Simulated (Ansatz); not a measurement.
System: GaF2, charge 0, doublet. GaF2 (SMILES [F][Ga][F], doublet).
B3LYP-D3(BJ)/def2-TZVP minimum from Ansatz (an electronic-structure program):
```xyz
3

Ga     0.3037     0.1198     0.0904
F     -0.6807     0.9328    -1.1359
F     -0.3656    -1.3455     0.8244
```
Charge 0, spin multiplicity 2.

Total energies in hartree (Ansatz). UHF or UKS for unpaired electrons; spin-orbit terms are left out. Correlated methods leave the cores frozen (noble-gas shells, and filled d and f shells in the p block). No relativity. For partners of very few electrons the exact lower level stands in for a higher one. The spin of F2Ga ([F][Ga][F], doublet) was assumed, and the state is the lowest solution found for it.

| species | HF/cc-pVTZ | CCSD(T)/cc-pVTZ | HF/cc-pVQZ | CCSD(T)/cc-pVQZ | CCSDT(Q)/cc-pVTZ |
|---|---|---|---|---|---|
| 1: GaF2 (SMILES [F][Ga][F], doublet) | -2122.30338 | -2122.88509 | -2122.32699 | -2122.96103 | -2122.88611 |
| 2: Ga (doublet) | -1923.26189 | -1923.30928 | -1923.26422 | -1923.31345 | -1923.30958 |
| 3: F (doublet) | -99.40552 | -99.62036 | -99.41377 | -99.65026 | -99.62061 |

Q: Work out the atomisation energy (electronic, to ground-state atoms) in kcal/mol: take Hartree-Fock from cc-pVQZ, extrapolate the CCSD(T) correlation energy as X^-3 (X = 3, 4), and add CCSDT(Q) - CCSD(T) in cc-pVTZ. 1 hartree = 627.51 kcal/mol.

A: 
Species 1: correlation (64·(-0.63404) - 27·(-0.58171))/37 = -0.67223; step -0.00102; E1 = -2122.32699 + (-0.67223) + (-0.00102) = -2123.00024
Species 2: correlation (64·(-0.04923) - 27·(-0.04739))/37 = -0.05057; step -0.00030; E2 = -1923.26422 + (-0.05057) + (-0.00030) = -1923.31509
Species 3: correlation (64·(-0.23649) - 27·(-0.21484))/37 = -0.25229; step -0.00025; E3 = -99.41377 + (-0.25229) + (-0.00025) = -99.66631
-1·E1 +1·E2 +2·E3 = 0.35253 hartree = 221.2 kcal/mol.
